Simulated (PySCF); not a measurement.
## Peak assignment

Atoms are numbered as in `[CH3:1][c:2]1[n:3][cH:4][n:5][n:6][c:7]1[O:8][CH2:9][SiH3:10]`. Each H is labelled by its parent atom.

No solvent model, averaged over atoms made equivalent by symmetry, fast rotation or ring inversion, one computed conformer, relativity neglected. Geometry: GFN2-xTB; σ from GIAO-PBE0/pcSseg-1; PySCF 2.14.

Referencing at the same level of theory: TMS for 13C (σref 186.93), 1H (σref 31.72).

Q: Assign these signals to the numbered atoms. 13C{1H} NMR (computed): δ 169.4, 158.0, 156.7, 58.5, 22.4.

A: 
169.4 → C7, aromatic carbon bearing oxygen: σ withdrawal by the attached heteroatom moves it downfield of the ring CH carbons
158.0 → C2, substituted aromatic carbon next to a ring nitrogen
156.7 → C4, aromatic CH between two ring heteroatoms
58.5 → C9, sp3 CH2 bonded to O and Si: the inductive effect lowers its shielding
22.4 → C1, methyl carbon on an aromatic ring: a saturated carbon with 1 carbon neighbour and no heteroatom attached

C2 and C4 lie closer than the usual error of such a calculation, so a measured spectrum could show them in the other order.

Q: Assign these signals to the numbered atoms. 1H NMR (300 MHz, computed): δ 9.38 (s, 1H), 4.43 (m, 3H), 4.34 (m, 2H), 2.63 (s, 3H).

A: 
| δ (ppm) | atoms | environment | reason |
| --- | --- | --- | --- |
| 9.38 | H(C4) | hydrogen on an aromatic CH between two ring heteroatoms | the ring current deshields protons in the ring plane |
| 4.43 | H(Si10) | hydrogen on a silicon bonded to C | – |
| 4.34 | H(C9) | hydrogen on an sp3 CH2 bonded to O and Si | its carbon carries O, hence the downfield position |
| 2.63 | H(C1) | hydrogen on a methyl carbon on an aromatic ring | benzylic-type position, deshielded by the ring |

H(Si10) and H(C9) lie closer than the usual error of such a calculation, so a measured spectrum could show them in the other order.

Shifts are as computed. Against solution values, carbons near 30 ppm lie about +3 ppm off and those near 130 ppm about +5 ppm. Of 1211 compounds with measured shifts, 218 miss one by over three times the rms of a fit or turn the order of signals round; such compounds aren't used in these exercises. Multiplicities follow the n + 1 count of equivalent neighbours, as no J values were calculated; m marks all less simple cases, F and P coupling included.
